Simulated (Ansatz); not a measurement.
Cost and result up the ladder for Cu(C2H4)H (C₂H₅Cu) (8 atoms). The state is a singlet with charge 0. Geometry: r2SCAN-D4/def2-TZVP.

```tsv
atom	x (Å)	y (Å)	z (Å)
Cu1	0.583	0.555	-1.040
C2	0.328	-0.368	0.792
C3	-0.890	-0.169	0.214
H4	0.855	-1.312	0.688
H5	0.738	0.341	1.505
H6	-1.490	0.705	0.449
H7	-1.373	-0.948	-0.368
H8	1.249	1.195	-2.240
```

Ansatz on 4 threads of Arm Neoverse V1 on a shared host. Times are rough, and most runs start from the orbitals of an earlier one. CAM-B3LYP-D4/def2-TZVP serves as the yardstick here, not as an exact answer. Differences are given only for rows in sets of like size (and for xTB, whose basis is part of the method), since another set adds its own error. Binding counts from free atoms at the same level (Cu doublet, C triplet, H doublet; other spins of the atoms weren't run), without zero-point energy or a counterpoise term.

The 6-31G sets use Cartesian d functions. B3LYP takes the VWN-RPA correlation. Correlated methods freeze 11 core orbitals.

Correlated methods converge slowly with the basis.

```csv
level,functions,wall time
HF/6-31G,57,0.3 s
PBE-D4/def2-SVP,84,0.8 s
HF/def2-TZVP,137,0.85 s
PBE0-D4/def2-SVP,84,1.1 s
MP2/def2-TZVP,137,1.3 s
PBE-D4/def2-TZVP (with forces),137,1.6 s
B3LYP-D4/def2-TZVP,137,1.6 s
BHLYP-D4/def2-TZVP,137,1.8 s
CAM-B3LYP-D4/def2-TZVP,137,1.8 s
PBE0-D4/def2-TZVPD,167,2 s
r2SCANh-D4/def2-TZVP,137,3.1 s
r2SCAN-D4/def2-TZVPD,167,3.5 s
CCSD(T)/def2-TZVPD,167,27 s
CCSD(T)/def2-TZVPP,196,49 s
```

(1) Estimate what each level gives for the binding energy per atom (eV).

Results:

(1) 
| level | binding energy per atom (eV) | difference from CAM-B3LYP-D4/def2-TZVP (eV) | remarks |
| --- | --- | --- | --- |
| HF/6-31G | 2.60 | – | – |
| PBE-D4/def2-SVP | 3.67 | – | – |
| HF/def2-TZVP | 2.50 | -1.03 | – |
| PBE0-D4/def2-SVP | 3.57 | – | – |
| MP2/def2-TZVP | 3.44 | -0.09 | test for broken spin undecided |
| PBE-D4/def2-TZVP (with forces) | 3.60 | 0.08 | – |
| B3LYP-D4/def2-TZVP | 3.51 | -0.01 | – |
| BHLYP-D4/def2-TZVP | 3.39 | -0.14 | – |
| CAM-B3LYP-D4/def2-TZVP | 3.53 | 0.00 | – |
| PBE0-D4/def2-TZVPD | 3.52 | -0.01 | – |
| r2SCANh-D4/def2-TZVP | 3.53 | 0.01 | – |
| r2SCAN-D4/def2-TZVPD | 3.57 | 0.04 | – |
| CCSD(T)/def2-TZVPD | 3.41 | -0.11 | – |
| CCSD(T)/def2-TZVPP | 3.45 | -0.07 | – |
